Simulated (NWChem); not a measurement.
The numbers come from NWChem runs, not from measurements. System: C3H5FSi, charge 0, spin multiplicity 1, at a geometry optimised with B3LYP/def2-SVP. The structure started from a generated list of species. Level: LDA (SVWN5)/def2-TZVP.

NWChem printed:

```
             Northwest Computational Chemistry Package (NWChem) 7.3.0
             --------------------------------------------------------

                                NWChem Input Module
                                -------------------

 Scaling coordinates for geometry "geometry" by  1.889725989
 (inverse scale =  0.529177249)

                             Geometry "geometry" -> ""
                             -------------------------

 Output coordinates in angstroms (scale by  1.889725989 to convert to a.u.)

  No.       Tag          Charge          X              Y              Z
 ---- ---------------- ---------- -------------- -------------- --------------
    1 C                    6.0000     1.50963200     1.10195700    -1.79633100
    2 C                    6.0000     0.85987200     0.67865800    -0.85757900
    3 Si                  14.0000    -0.09586700     0.01864300     0.56379800
    4 C                    6.0000    -0.07342800    -1.84558700     0.57288500
    5 F                    9.0000    -1.63872400     0.52744300     0.40794700
    6 H                    1.0000     2.08109500     1.47964600    -2.62526200
    7 H                    1.0000     0.43098300     0.60441800     1.82264200
    8 H                    1.0000    -0.48293900    -2.24461700    -0.36849400
    9 H                    1.0000     0.95814100    -2.21801800     0.68349700
   10 H                    1.0000    -0.67307700    -2.23957800     1.40908400

 Effective nuclear repulsion energy (a.u.)     203.9520393250

            Nuclear Dipole moment (a.u.)
            ----------------------------
        X                 Y               Z
 ---------------- ---------------- ----------------
     0.0000094486     0.0000151178     0.0000226767


 Summary of "ao basis" -> "" (spherical)
 ------------------------------------------------------------------------------
       Tag                 Description            Shells   Functions and Types
 ---------------- ------------------------------  ------  ---------------------
 *                         def2-tzvp                  on all atoms

                                 NWChem DFT Module
                                 -----------------

 Summary of "ao basis" -> "ao basis" (spherical)
 ------------------------------------------------------------------------------
       Tag                 Description            Shells   Functions and Types
 ---------------- ------------------------------  ------  ---------------------
 C                         def2-tzvp                11       31   5s3p2d1f
 Si                        def2-tzvp                13       37   5s5p2d1f
 F                         def2-tzvp                11       31   5s3p2d1f
 H                         def2-tzvp                 4        6   3s1p

 Summary of "ao basis" -> "ao basis" (spherical)
 ------------------------------------------------------------------------------
       Tag                 Description            Shells   Functions and Types
 ---------------- ------------------------------  ------  ---------------------
 C                         def2-tzvp                11       31   5s3p2d1f
 Si                        def2-tzvp                13       37   5s5p2d1f
 F                         def2-tzvp                11       31   5s3p2d1f
 H                         def2-tzvp                 4        6   3s1p

            General Information
            -------------------
          SCF calculation type: DFT
          Wavefunction type:  closed shell.
          No. of atoms     :    10
          No. of electrons :    46
           Alpha electrons :    23
            Beta electrons :    23
          Charge           :     0
          Spin multiplicity:     1
          Use of symmetry is: off; symmetry adaption is: off
          Maximum number of iterations: 100
          AO basis - number of functions:   191
                     number of shells:    77
          Convergence on energy requested:  1.00D-06
          Convergence on density requested:  1.00D-05
          Convergence on gradient requested:  5.00D-04

              XC Information
              --------------
                        Slater Exchange Functional  1.000 local
[...]
          Schwarz screening/accCoul:  1.00D-08

      Superposition of Atomic Density Guess
      -------------------------------------

 Sum of atomic energies:        -503.76651947

      Non-variational initial energy
      ------------------------------

 Total energy =    -505.803035
 1-e energy   =   -1098.373001
 2-e energy   =     388.617927
 HOMO         =      -0.370974
 LUMO         =      -0.349931

------------------------------------------------------------
EAF file 0: "./mol.aoints.0" size=524288 bytes
------------------------------------------------------------
               write      read    awrite     aread      wait
               -----      ----    ------     -----      ----
     calls:        1         0         0         0         0
   data(b): 5.24e+05  0.00e+00  0.00e+00  0.00e+00
   time(s): 0.00e+00  0.00e+00  0.00e+00  0.00e+00  0.00e+00
rate(mb/s): 0.00e+00  0.00e+00
------------------------------------------------------------

   convergence    iter        energy       DeltaE   RMS-Dens  Diis-err    time
 ---------------- ----- ----------------- --------- --------- ---------  ------
 d= 0,ls=0.0,diis     1   -500.2095371167 -7.04D+02  6.64D+01  1.15D+01    16.3
 d= 0,ls=0.0,diis     2   -493.6752119800  6.53D+00  1.77D-02  4.47D+01    22.7
 d= 0,ls=0.0,diis     3   -503.1151284832 -9.44D+00  5.81D-03  8.26D+00    29.1
 d= 0,ls=0.0,diis     4   -503.8226037160 -7.07D-01  3.77D-03  4.12D-01    35.6
 d= 0,ls=0.0,diis     5   -503.7988509014  2.38D-02  2.42D-03  6.79D-01    42.2
 d= 0,ls=0.0,diis     6   -503.8582587375 -5.94D-02  1.09D-03  2.28D-01    48.6
  Resetting Diis
 d= 0,ls=0.0,diis     7   -503.8853133965 -2.71D-02  3.65D-04  1.66D-02    54.7
 d= 0,ls=0.0,diis     8   -503.8865980617 -1.28D-03  3.15D-04  1.34D-03    60.3
 d= 0,ls=0.0,diis     9   -503.8860139115  5.84D-04  2.01D-04  5.51D-03    66.7
 d= 0,ls=0.0,diis    10   -503.8866763164 -6.62D-04  6.39D-05  9.70D-04    73.1
 d= 0,ls=0.0,diis    11   -503.8867958628 -1.20D-04  1.20D-05  7.47D-06    79.2
 d= 0,ls=0.0,diis    12   -503.8867968885 -1.03D-06  2.60D-06  4.57D-07    85.3
 d= 0,ls=0.0,diis    13   -503.8867969286 -4.01D-08  9.49D-07  5.61D-08    91.2

         Total DFT energy =     -503.886796928554
      One electron energy =    -1102.737198340838
           Coulomb energy =      441.368286731911
    Exchange-Corr. energy =      -46.469924644646
 Nuclear repulsion energy =      203.952039325019

 Numeric. integr. density =       46.000002581388

     Total iterative time =     89.4s

                       DFT Final Molecular Orbital Analysis
                       ------------------------------------

 Vector   21  Occ=2.000000D+00  E=-3.038635D-01
              MO Center=  6.5D-02, -1.9D-01,  3.4D-01, r^2= 3.9D+00
   Bfn.  Coefficient  Atom+Function         Bfn.  Coefficient  Atom+Function
  ----- ------------  ---------------      ----- ------------  ---------------
   106     -0.217616   4 C  py               78      0.201341   3 Si py
   137     -0.188165   5 F  py              109     -0.163459   4 C  py
   169      0.149678   7 H  s               140     -0.146989   5 F  py
   170      0.138559   7 H  s                38      0.125451   2 C  py
   112     -0.118925   4 C  py              143     -0.109107   5 F  py

 Vector   22  Occ=2.000000D+00  E=-2.766789D-01
              MO Center=  1.1D+00,  8.4D-01, -1.2D+00, r^2= 1.8D+00
   Bfn.  Coefficient  Atom+Function         Bfn.  Coefficient  Atom+Function
  ----- ------------  ---------------      ----- ------------  ---------------
     6      0.253319   1 C  px               37      0.247440   2 C  px
    40      0.205783   2 C  px                9      0.198660   1 C  px
    12      0.133108   1 C  px                7     -0.131640   1 C  py
    38     -0.131677   2 C  py               39      0.115388   2 C  pz
     8      0.113201   1 C  pz               41     -0.107429   2 C  py

 Vector   23  Occ=2.000000D+00  E=-2.678672D-01
              MO Center=  9.1D-01,  5.3D-01, -7.7D-01, r^2= 3.5D+00
   Bfn.  Coefficient  Atom+Function         Bfn.  Coefficient  Atom+Function
  ----- ------------  ---------------      ----- ------------  ---------------
     7      0.238162   1 C  py               38      0.218488   2 C  py
    10      0.186465   1 C  py               41      0.180109   2 C  py
     8      0.147302   1 C  pz              106      0.141991   4 C  py
    39      0.133769   2 C  pz               13      0.120184   1 C  py
   170     -0.117461   7 H  s               169     -0.114198   7 H  s

 Vector   24  Occ=0.000000D+00  E=-6.526632D-02
              MO Center=  7.8D-01,  5.7D-01, -6.2D-01, r^2= 4.0D+00
   Bfn.  Coefficient  Atom+Function         Bfn.  Coefficient  Atom+Function
  ----- ------------  ---------------      ----- ------------  ---------------
    67      0.422046   3 Si s                80      0.423903   3 Si px
    43      0.367785   2 C  px               12     -0.320558   1 C  px
   104     -0.246822   4 C  s                 6     -0.232337   1 C  px
    14     -0.208936   1 C  pz               77      0.192558   3 Si px
    13      0.189310   1 C  py                5     -0.175129   1 C  s

 Vector   25  Occ=0.000000D+00  E=-4.960136D-02
              MO Center=  9.1D-01,  6.3D-01, -8.8D-01, r^2= 4.0D+00
   Bfn.  Coefficient  Atom+Function         Bfn.  Coefficient  Atom+Function
  ----- ------------  ---------------      ----- ------------  ---------------
   104      0.619031   4 C  s                13     -0.481485   1 C  py
    36     -0.475392   2 C  s                44      0.382288   2 C  py
    81      0.276336   3 Si py              188     -0.271064  10 H  s
     7     -0.251543   1 C  py               45      0.242565   2 C  pz
   170     -0.226722   7 H  s                38      0.201685   2 C  py

 Vector   26  Occ=0.000000D+00  E= 1.811698D-02
              MO Center= -1.2D-01, -1.4D+00,  6.9D-01, r^2= 6.5D+00
   Bfn.  Coefficient  Atom+Function         Bfn.  Coefficient  Atom+Function
  ----- ------------  ---------------      ----- ------------  ---------------
   104      3.700286   4 C  s                36     -2.139163   2 C  s
   176     -1.351823   8 H  s                 5      1.344231   1 C  s
    67     -1.259728   3 Si s               182     -1.187870   9 H  s
   188     -0.989663  10 H  s                81      0.953607   3 Si py
    14      0.682524   1 C  pz               82     -0.476725   3 Si pz

 center of mass
 --------------
 x =  -0.08437904 y =   0.10967622 z =  -0.01116355

 moments of inertia (a.u.)
 ------------------
         571.643660516442         -57.795735062873         217.700209669698
         -57.795735062873         607.059202401579         163.171609268229
         217.700209669698         163.171609268229         632.761133254194

     Multipole analysis of the density
     ---------------------------------

     L   x y z        total         alpha         beta         nuclear
     -   - - -        -----         -----         ----         -------
     0   0 0 0      0.000000    -23.000000    -23.000000     46.000000

     1   1 0 0      0.627274      0.313632      0.313632      0.000009
     1   0 1 0     -0.442589     -0.221302     -0.221302      0.000015
     1   0 0 1     -0.125296     -0.062660     -0.062660      0.000023

     2   2 0 0    -28.377680   -100.896023   -100.896023    173.414366
     2   1 1 0      1.884976    -17.444494    -17.444494     36.773964
     2   1 0 1     -2.007649     57.051703     57.051703   -116.111054
     2   0 2 0    -26.452008   -103.437136   -103.437136    180.422264
     2   0 1 1     -2.153507     45.805129     45.805129    -93.763766
     2   0 0 2    -24.543637    -91.715686    -91.715686    158.887735

 Task  times  cpu:       91.3s     wall:       91.3s

 Total times  cpu:       91.3s     wall:       91.3s
```

Task: Write an NWChem input that would produce this output.

Result: One answer among several that fit: 
```
start mol
memory heap 200 mb stack 800 mb global 1000 mb
geometry units angstroms nocenter noautoz noautosym
  C      1.509632     1.101957    -1.796331
  C      0.859872     0.678658    -0.857579
  Si    -0.095867     0.018643     0.563798
  C     -0.073428    -1.845587     0.572885
  F     -1.638724     0.527443     0.407947
  H      2.081095     1.479646    -2.625262
  H      0.430983     0.604418     1.822642
  H     -0.482939    -2.244617    -0.368494
  H      0.958141    -2.218018     0.683497
  H     -0.673077    -2.239578     1.409084
end
basis spherical
  * library def2-tzvp
end
dft
  xc slater vwn_5
  semidirect memsize 60000000 filesize 0
  iterations 100
end
task dft energy
```
